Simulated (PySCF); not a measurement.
Geometries of 3 isomers of C3H5GeN, from PBE0-D3(BJ)/def2-SVP geometry optimisation, gas phase in PySCF 2.14.0. One conformer each, no zero-point energy, no frequencies.

Task: Which isomer lies lowest at this level?
A.
```xyz
10
angstrom
C      2.465    1.009   -0.089
C      1.558    0.216   -0.260
Ge     0.051   -0.929   -0.461
C     -1.419    0.046    0.423
N     -1.313    1.182    0.974
H      3.277    1.700    0.053
H     -0.229   -1.151   -1.956
H      0.331   -2.278    0.221
H     -2.414   -0.437    0.439
H     -0.349    1.537    0.901
```
B.
```xyz
10
angstrom
C     -1.707   -0.325   -0.094
C     -0.596   -0.220    0.640
Ge     0.979    0.689   -0.004
C      2.396   -0.611   -0.193
N      3.243   -1.396   -0.294
H     -1.784    0.100   -1.101
H     -2.597   -0.844    0.280
H     -0.563   -0.663    1.642
H      0.733    1.289   -1.394
H      1.517    1.733    0.983
```
C.
```xyz
10
angstrom
C      2.239   -0.586    0.727
C      1.425    0.106    0.144
Ge     0.037    1.091   -0.721
N     -1.605    0.274   -0.428
C     -1.706   -0.783    0.254
H      2.973   -1.186    1.236
H      0.282    1.113   -2.234
H     -0.035    2.506   -0.139
H     -0.857   -1.318    0.733
H     -2.702   -1.239    0.407
```

Result: B. That is `C=[CH][GeH2][C]#N`, 31.9 kcal/mol below the next.

| SMILES | atoms numbered as above | E (Eh) | relative (kcal/mol) | relative (kJ/mol) | dipole (D) |
| --- | --- | --- | --- | --- | --- |
| C=[CH][GeH2][C]#N | [CH2:1]=[CH:2][GeH2:3][C:4]#[N:5] | -2248.17979 | 0.0 | 0.0 | 4.22 |
| C#[C][GeH2][N]=C | [CH:1]#[C:2][GeH2:3][N:4]=[CH2:5] | -2248.12903 | 31.9 | 133.3 | 1.64 |
| [H]/N=[CH]\[GeH2][C]#C | [H]/[N:5]=[CH:4]\[GeH2:3][C:2]#[CH:1] | -2248.12312 | 35.6 | 148.8 | 1.57 |

As drawn, the lowest has a C≡N group and a C=C bond outside aromatic rings, which the highest lacks; the highest has a C≡C bond, a C=N bond and an N–H bond, which the lowest lacks.
